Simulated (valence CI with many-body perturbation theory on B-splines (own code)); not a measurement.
# Pt XXXIX: E2, M1 decay

Method: configuration interaction combined with many-body perturbation theory (CI+MBPT): four valence electrons over a frozen Dirac-Fock core [Kr], radial functions for each j: 7 s, 7 p, 8 d, 6 f, 4 g, 1 h, with the one-electron correlation potential Σ1 (screened to all orders), the two-electron term Σ2, the three-electron term Σ3, Breit, model QED; selected single and double excitations, second order for the rest, scaled by the run's own slope (own B-spline code, finite nucleus).

The last digits are not significant, and no measured levels were compared; by estimate large intervals hold to a few tenths of a per cent, small ones and those within an open d or f shell to about a per cent. The list stops below the first excitations out of the core.

Lines 51 to 100 of 119 in falling wavelength, among levels below 1111500 cm⁻¹, chosen from the decays that carry over 1 % of a level's rate. Wavelengths and rates use the calculated energies. Electric multipoles are in the length gauge, E1 and E2 with the static RPA response of the core. Weak lines are less certain than strong ones. Lines between different terms over intervals too small for the method are left out, as are lines whose strength nearly cancels. The highest levels of a list are the least certain. Branching is blank where the lifetime is uncertain.

Levels are named by their leading jj configuration (3d3/2^4 stands for four electrons in 3d with j = 3/2), which in mixed levels can hold well under half, so a name can repeat and another be missing. Letters in brackets count levels of one name in rising energy.

```
λ vac (nm)                      Upper                      Lower  Type   A (s⁻¹)  Branch %
     51.39      (4d3/2^2 4d5/2^2) J=6        (4d3/2^3 4d5/2) J=4    E2  1.25e+01      48.4
     51.33    (4d3/2 4d5/2^3) J=3 [a]  (4d3/2^2 4d5/2^2) J=3 [a]    M1  1.05e+05      35.8
     51.00    (4d3/2 4d5/2^3) J=4 [a]  (4d3/2^2 4d5/2^2) J=4 [a]    M1  1.82e+05      70.4
     50.85    (4d3/2 4d5/2^3) J=4 [b]  (4d3/2^2 4d5/2^2) J=4 [c]    M1  4.63e+04      25.4
     50.73  (4d3/2^2 4d5/2^2) J=2 [a]        (4d3/2^3 4d5/2) J=1    M1  1.66e+05      82.2
     50.60  (4d3/2^2 4d5/2^2) J=2 [b]        (4d3/2^3 4d5/2) J=3    M1  5.45e+02       1.5
     49.98        (4d3/2 4d5/2^3) J=5      (4d3/2^2 4d5/2^2) J=5    M1  3.97e+04      27.8
     49.85    (4d3/2 4d5/2^3) J=2 [a]  (4d3/2^2 4d5/2^2) J=3 [b]    M1  7.03e+04      29.2
     49.74    (4d3/2 4d5/2^3) J=3 [b]  (4d3/2^2 4d5/2^2) J=2 [b]    M1  3.10e+04      17.5
     49.63              (4d5/2^4) J=4        (4d3/2 4d5/2^3) J=5    M1  4.77e+04      12.3
     49.51              (4d5/2^4) J=2    (4d3/2 4d5/2^3) J=3 [b]    M1  3.03e+04       7.6
     49.31  (4d3/2^2 4d5/2^2) J=3 [b]        (4d3/2^3 4d5/2) J=2    M1  2.76e+03       3.4
     48.94        (4d3/2 4d5/2^3) J=6      (4d3/2^2 4d5/2^2) J=5    M1  6.69e+04      54.6
     48.77    (4d3/2 4d5/2^3) J=3 [b]  (4d3/2^2 4d5/2^2) J=4 [b]    M1  2.31e+04      13.1
     48.70    (4d3/2 4d5/2^3) J=1 [b]  (4d3/2^2 4d5/2^2) J=2 [c]    M1  6.31e+04      29.2
     48.54    (4d3/2 4d5/2^3) J=3 [c]  (4d3/2^2 4d5/2^2) J=2 [c]    M1  4.46e+04      30.3
     48.33    (4d3/2 4d5/2^3) J=3 [a]  (4d3/2^2 4d5/2^2) J=2 [a]    M1  1.65e+05      56.5
     48.19  (4d3/2^2 4d5/2^2) J=3 [b]        (4d3/2^3 4d5/2) J=4    M1  6.26e+04      77.5
     48.18    (4d3/2 4d5/2^3) J=3 [b]  (4d3/2^2 4d5/2^2) J=3 [b]    M1  6.74e+04      38.1
     47.86              (4d5/2^4) J=2    (4d3/2 4d5/2^3) J=2 [a]    M1  1.02e+05      25.6
     47.77  (4d3/2^2 4d5/2^2) J=2 [b]        (4d3/2^3 4d5/2) J=2    M1  2.77e+04      77.1
     47.61  (4d3/2^2 4d5/2^2) J=4 [b]        (4d3/2^3 4d5/2) J=4    M1  7.05e+02       2.8
     47.41        (4d3/2^3 4d5/2) J=2              (4d3/2^4) J=0    E2  7.63e+01       3.9
     46.78    (4d3/2 4d5/2^3) J=2 [a]      (4d3/2^2 4d5/2^2) J=1    M1  3.10e+04      12.9
     45.33        (4d3/2 4d5/2^3) J=5  (4d3/2^2 4d5/2^2) J=4 [a]    M1  2.36e+04      16.5
     45.05    (4d3/2 4d5/2^3) J=2 [b]  (4d3/2^2 4d5/2^2) J=2 [c]    M1  6.80e+04      43.1
     44.83              (4d5/2^4) J=4    (4d3/2 4d5/2^3) J=3 [a]    M1  1.23e+05      31.6
     44.78    (4d3/2 4d5/2^3) J=1 [a]  (4d3/2^2 4d5/2^2) J=2 [a]    M1  1.48e+05      39.7
     44.25              (4d5/2^4) J=4    (4d3/2 4d5/2^3) J=4 [a]    M1  1.92e+05      49.5
     44.08    (4d3/2 4d5/2^3) J=1 [a]  (4d3/2^2 4d5/2^2) J=0 [a]    M1  1.37e+05      36.7
     41.80  (4d3/2^2 4d5/2^2) J=2 [c]        (4d3/2^3 4d5/2) J=3    M1  1.22e+05      74.4
     41.76              (4d5/2^4) J=0    (4d3/2 4d5/2^3) J=1 [b]    M1  3.57e+05      69.4
     41.70              (4d5/2^4) J=2    (4d3/2 4d5/2^3) J=1 [a]    M1  1.42e+05      35.6
     41.30    (4d3/2 4d5/2^3) J=2 [a]  (4d3/2^2 4d5/2^2) J=3 [a]    M1  6.56e+04      27.2
     40.49    (4d3/2 4d5/2^3) J=1 [b]  (4d3/2^2 4d5/2^2) J=2 [b]    M1  4.70e+03       2.2
     40.43        (4d3/2 4d5/2^3) J=0      (4d3/2^2 4d5/2^2) J=1    M1  1.23e+05      94.4
     40.15    (4d3/2 4d5/2^3) J=3 [b]  (4d3/2^2 4d5/2^2) J=3 [a]    M1  1.96e+04      11.1
     39.85  (4d3/2^2 4d5/2^2) J=2 [c]        (4d3/2^3 4d5/2) J=2    M1  3.93e+04      23.9
     39.74    (4d3/2 4d5/2^3) J=3 [c]  (4d3/2^2 4d5/2^2) J=4 [b]    M1  7.29e+03       5.0
     39.49    (4d3/2 4d5/2^3) J=3 [b]  (4d3/2^2 4d5/2^2) J=4 [a]    M1  2.28e+04      12.9
     39.38  (4d3/2^2 4d5/2^2) J=4 [c]        (4d3/2^3 4d5/2) J=3    M1  4.16e+04          
     39.03              (4d5/2^4) J=2    (4d3/2 4d5/2^3) J=3 [a]    M1  1.02e+05      25.6
     38.87  (4d3/2^2 4d5/2^2) J=2 [b]        (4d3/2^3 4d5/2) J=1    M1  6.26e+03      17.4
     38.53    (4d3/2 4d5/2^3) J=4 [b]  (4d3/2^2 4d5/2^2) J=3 [b]    M1  4.89e+04      26.9
     38.29    (4d3/2 4d5/2^3) J=3 [b]  (4d3/2^2 4d5/2^2) J=2 [a]    M1  4.42e+03       2.5
     37.93    (4d3/2 4d5/2^3) J=2 [b]  (4d3/2^2 4d5/2^2) J=2 [b]    M1  5.06e+03       3.2
     37.50    (4d3/2 4d5/2^3) J=1 [b]      (4d3/2^2 4d5/2^2) J=1    M1  3.28e+04      15.2
     37.02    (4d3/2 4d5/2^3) J=2 [b]  (4d3/2^2 4d5/2^2) J=3 [b]    M1  1.59e+04      10.1
     35.30    (4d3/2 4d5/2^3) J=2 [b]      (4d3/2^2 4d5/2^2) J=1    M1  3.12e+04      19.8
     35.13    (4d3/2 4d5/2^3) J=4 [b]      (4d3/2^2 4d5/2^2) J=5    M1  6.32e+04      34.7
```
